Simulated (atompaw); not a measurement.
## Al (Z = 13): from the effect back to the setting (PAW (atompaw))

Base potential:

Al (Z = 13), PAW, made with atompaw 4.2.0.5 (LDA (PW92), scalar-relativistic). Core [Ne], reference 3s2 3p1. Waves: 3s (bound): rc 2.10 bohr; 3s channel at 0.05 Ry: rc 1.45 bohr; 3p (bound): rc 2.10 bohr; 3p channel at 3.6 Ry: rc 2.10 bohr. Local part: bessel scheme, radius 1.95 bohr. Core correction: smooth core density matched at 1.85 bohr. Augmentation charge: sinc compensation charge, radius 1.80 bohr; PAW radius 2.10 bohr; waves and projectors: custom polynom gramschmidtortho.

Cutoffs, loose and tight: the cutoffs (Ry, on a coarse ladder) from which the occupation-weighted sum of valence levels, in a spherical-Bessel basis at the reference potential, stays within 10 and 1 mRy of its value at 400 Ry. They see the waves, projectors and local potential, not the compensation charge or the core.

Only the scale of all radii (base = 1) is moved:

```
scale of all radii (base = 1)  cutoff, loose  cutoff, tight  bound ghosts
                         0.79          15 Ry          21 Ry             s
                         0.85          12 Ry          18 Ry             s
                         0.95           8 Ry          15 Ry             s
                          1.1           6 Ry          10 Ry          none
                         1.17           6 Ry           8 Ry          none
                         1.29           6 Ry           6 Ry          none
```

Problem. One more run gave cutoff, loose: 6 Ry; cutoff, tight: 12 Ry; bound ghosts: none. Which value of the scale of all radii (base = 1) was used?

Solution. 1.03. The tight cutoff moves one way along this sweep, from 21 Ry at 0.79 to 6 Ry at 1.29, which places the run between 0.95 and 1.1.
